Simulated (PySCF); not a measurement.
Computed IR spectrum (relative IR intensity) of a molecule C2H9NSi. Coordinates come from a PBE-D3(BJ)/def2-SVP optimisation. One conformer was computed; it need not be the lowest. Calculation: PBE-D3(BJ)/def2-SVP (PySCF). Frequencies are harmonic and unscaled.

```tsv
ν (cm⁻¹)	relative intensity
657	3.1
663	14
693	12
870	23
937	14
943	100
1004	14
1217	28
1268	15
1398	3.5
1412	4.9
1431	6.9
2089	60
2159	29
2170	40
2879	22
2886	44
2948	31
3042	9.8
```

Q: Which structure fits?
(A) CN(C)[SiH3]
(B) C[SiH](C)N
(C) C[C@@H](N)[SiH3]
(D) CNC[SiH3]

A: A, CN(C)[SiH3]
